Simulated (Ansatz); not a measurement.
Cost and result for the atomization energy of `CC(F)S[SiH3]` (12 atoms, 11 bonds).

```xyz
12

C    -1.4348    0.5623    0.5346
C    -0.4547   -0.4627    1.0359
F     0.5596    0.1778    1.7194
S     0.2341   -1.5457   -0.2581
Si    1.5393   -0.2117   -1.3001
H    -0.9633    1.2373   -0.1807
H    -1.8107    1.1489    1.3762
H    -2.2733    0.0666    0.0448
H    -0.9289   -1.1553    1.7370
H     2.6797    0.2233   -0.4593
H     0.8268    0.9877   -1.8115
H     2.0262   -1.0284   -2.4382
```

Total charge 0; spin multiplicity 1. All single points use the PBE0-D4/def2-TZVP geometry. It is one conformer, not always the lowest. Program: Ansatz. All runs use 4 threads of an Arm Neoverse V1 on a shared host. Times are those of one run each, without the atoms' runs, and a repeat can differ threefold. Electronic energies, without spin–orbit coupling; frozen cores. CCSD(T)/CBS adds CCSD(T) − MP2 in def2-TZVPP to the MP2 limit, and its time is that of the two runs behind it. T1 = 0.011. B3LYP takes the VWN-RPA correlation (the form of Gaussian; ORCA's B3LYP/G).

CCSD(T)/CBS is a level of theory with its own doubt, some kJ/mol a heavy atom from the limit and from the frozen cores, so smaller differences don't rank the functionals.

```csv
level,functions,wall time,atomization (kcal/mol),difference from CCSD(T)/CBS,per bond
PBE-D4/def2-TZVPP (with forces),275,3.5 s,1017.4,14.0,1.3
PBE0-D4/def2-TZVPP,275,4.4 s,1003.2,-0.2,0.0
r2SCAN-D4/def2-TZVPP (with forces),275,7 s,1005.9,2.5,0.2
B3LYP-D4/def2-TZVPP (with forces),275,7 s,1001.0,-2.4,-0.2
B2PLYP/def2-TZVPP,275,8 s,989.1,-14.3,-1.3
ωB97X-V/def2-TZVPP,275,11 s,1008.5,5.1,0.5
ωB97M-V/def2-TZVPP (with forces),275,17 s,1006.9,3.5,0.3
MP2/def2-QZVPP,521,35 s,1003.2,-0.2,0.0
CCSD(T)/def2-TZVPP,275,4.6 min,977.1,-26.3,-2.4
CCSD(T)/CBS(def2),–,5.2 min,1003.4,0.0,0.0
```

From PBE to PBE0 (25 % exact exchange), in def2-TZVPP and without D4, the atomization energy moves by −13.2 kcal/mol: exact exchange takes away binding that semilocal exchange gives to molecules. In def2-TZVPP, CCSD(T) changes the Hartree–Fock value by +238.5 kcal/mol (the triples alone add +13.9 kcal/mol) and MP2 by +249.1 kcal/mol; breaking electron pairs costs correlation energy, which Hartree–Fock lacks. The D4 term adds +10.4 kcal/mol with B3LYP and +5.5 kcal/mol with PBE0; it sums over pairs of atoms, weighted by their polarisabilities, and B3LYP, whose exchange is more repulsive, gets the larger term.
